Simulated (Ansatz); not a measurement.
`[F][InH][SH]` + HCl → `[F][InH][Cl]` + H₂S at 600 K and 1 bar (ligand exchange at the In–S bond).

Calculated with Ansatz (gas phase, PBE0-D4/def2-TZVP geometries, no zero-point term in ΔE). CCSD(T)/CBS adds triple-zeta CCSD(T) − MP2 to the extrapolated MP2 energy (def2 sets, frozen cores). This one scheme is used for every species. Elements past krypton have def2 core potentials. For In outer-core shells are correlated without core-valence functions, which leaves a few kJ/mol of doubt a bond. Each species was taken in one conformer, which may not be the lowest.

```
       species  CCSD(T)/CBS energy (Eh)  H − E (kJ/mol)  S (J/(mol·K))
`[F][InH][SH]`               -688.63795            85.9          375.1
           HCl               -460.38127            35.4          207.2
`[F][InH][Cl]`               -750.05448            58.6          356.7
           H₂S               -398.97279            60.8          230.9
```

H − E and S are ideal-gas, rigid-rotor, harmonic terms from PBE0-D4/def2-TZVP, for one conformer and one mirror image of each species. 1 Eh = 2625.50 kJ/mol, R = 8.31446 J/(mol·K).

Q: By hand: ΔE, ΔH, ΔS and ΔG.

A: ΔE = (-750.05448) + (-398.97279) − (-688.63795) − (-460.38127) = -0.00805 Eh = -21.1 kJ/mol. Δ(H − E) = 58.6 + 60.8 − 85.9 − 35.4 = -1.9, so ΔH = -23.0 kJ/mol. ΔS = 356.7 + 230.9 − 375.1 − 207.2 = 5.3 J/(mol·K). ΔG = -23.0 − 600 × (5.3)/1000 = -26.2 kJ/mol.

Q: By hand: the equilibrium constant, and the temperature at which ΔG would vanish if ΔH and ΔS stayed fixed.

A: log₁₀ K = −ΔG/(RT ln 10) = 2.3. ΔH and −TΔS have one sign here, so there is no such temperature. One of them is within its doubt of zero, so this could turn.

The number of gas molecules stays the same, so ΔS is small and ΔH decides. A doubt of 5 kJ/mol in ΔE shifts log₁₀ K by 0.4 here. Other conformers and mirror images would add mixing entropy, several J/(mol·K) or more a flexible species. These are equilibria of isolated gas molecules and say nothing of rates. Largest T1 diagnostic: 0.016 (customary marks: 0.02 for closed shells, 0.045 for open ones).
